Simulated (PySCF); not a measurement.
A structure optimised at B3LYP-D3(BJ)/def2-TZVPD, used in a PySCF frequency run:

```
Hf
H 1 1.8503
H 1 1.8503 2 109.47
H 1 1.8503 2 109.47 3 -120.00
H 1 1.8503 2 109.47 3 120.00
```
Charge 0, spin multiplicity 1.

Q: Write its SMILES, formula and point group.

A: [HfH4], H4Hf, Td

Q: What are its rotational constants (standard atomic weights)?

A: 54.916, 54.916, 54.916 GHz
